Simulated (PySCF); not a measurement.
C₄H₉FSi, SMILES C[SiH](C)/C=C\F.

The structure is a stationary point at PBE0-D3(BJ)/def2-SVP. The structure was generated by enumeration; whether it is a known compound was not checked. The values are those of a single conformer.

The numbers are results of PySCF with PBE/def2-TZVP, not measurements.

Symmetry labels are those of the subgroup Cs that the program uses (full group Cs).

Q: List the valence orbital energies around the gap with their symmetry. (Estimate from the structure and the level; the computed values follow.)

A: 
```csv
orbital,symmetry,energy (eV)
HOMO−7,A',-9.89
HOMO−6,A",-9.49
HOMO−5,A",-9.43
HOMO−4,A',-9.06
HOMO−3,A',-7.61
HOMO−2,A",-7.56
HOMO−1,A',-7.44
HOMO,A",-6.31
LUMO,A",-1.24
LUMO+1,A',0.38
LUMO+2,A',0.87
LUMO+3,A",1.10
```
